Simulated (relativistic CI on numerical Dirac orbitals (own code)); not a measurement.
Computed by Dirac-Coulomb-Breit CI, separate exchange-only KLI orbitals for each configuration, a model potential for QED, unscaled Slater integrals (own radial code, finite nucleus).

The strongest absorption lines from the ground level of an ion, among the configurations computed and to levels below about 1120 eV (vacuum wavelength in Å, gf): 11.428 (0.6), 11.533 (0.54), 14.148 (0.5), 14.197 (3.8), 14.209 (2.4), 14.260 (0.92), 14.379 (1.3), 14.542 (0.83).

Q: Which ion is it?
A. Cr XVI
B. Fe XVIII
C. Zn XXII
D. Ni XX

A: B. Fe XVIII has 9 electrons and the ground level 2s2 2p5 2P°_3/2; the strongest line goes to 2s2 2p4 3d 2D_5/2. The pattern of lines fixes the number of electrons, and along that sequence the line energies rise steadily with the charge (about as its square where n changes within one kind of shell, about linearly where n is kept but much faster in heavy ions where fine structure, which grows about as Z⁴, sets the gap, and irregularly where shells cross), which fixes Z. Configurations outside the model, such as inner-shell arrays, can give stronger lines. At this charge energies of transitions that change n are usually good to better than 1 %, and those within a shell (Δn = 0) to a few per cent.

LS names give the leading component of a level, which can be under half, so a name can repeat, a term be missing and a line seem to break the LS rules.
